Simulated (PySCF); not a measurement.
PySCF job for Si(Me)2 (C2H6Si), SMILES [Si](C)C (connectivity only; charge and spin as stated), neutral, multiplicity 1, PBE/pcSseg-1. Coordinates come from a TPSSh-D3(BJ)/def2-TZVP optimisation. The isomer is the one that the SMILES or the coordinates give; other isomers of the formula were not compared.

```python
import numpy as np
from pyscf import gto, scf, dft
from pyscf.prop.nmr import rks as nmr

mol = gto.M(
    atom='''
    Si    0.00000000    0.00000000    0.75584364
    C    -1.43321828   -0.01187601   -0.49808904
    H    -2.39510226   -0.29437283   -0.06515507
    H    -1.23982260   -0.61896288   -1.38941200
    H    -1.52985105    1.02923920   -0.84780410
    C     1.43321827    0.01187601   -0.49808905
    H     1.23982260    0.61896289   -1.38941200
    H     1.52985105   -1.02923920   -0.84780409
    H     2.39510226    0.29437283   -0.06515506
    ''',
    basis='pcSseg-1',
    charge=0,
    spin=0,
    max_memory=1600,
    verbose=3,
)
mf = dft.RKS(mol, xc='pbe')
mf.grids.level = 3
mf.conv_tol = 1e-10
mf.max_cycle = 100
mf.kernel()
n = nmr.NMR(mf)
n.verbose = 2
n.max_cycle_cphf = 60
sigma = n.kernel()
print('atom   isotropic/ppm   span/ppm')
for i, s in enumerate(sigma):
    w = np.linalg.eigvalsh((s + s.T) / 2)
    print(f'{mol.atom_symbol(i):2s}{i + 1:3d} {w.mean():14.3f} {w[2] - w[0]:11.3f}')
```

Program output:

```
converged SCF energy = -368.977546486086
atom   isotropic/ppm   span/ppm
Si  1       -467.459    1953.633
C   2        136.713      91.210
H   3         27.876       4.155
H   4         29.501       6.553
H   5         31.053       9.089
C   6        136.713      91.210
H   7         29.501       6.553
H   8         31.053       9.089
H   9         27.876       4.155
```

The run converged.
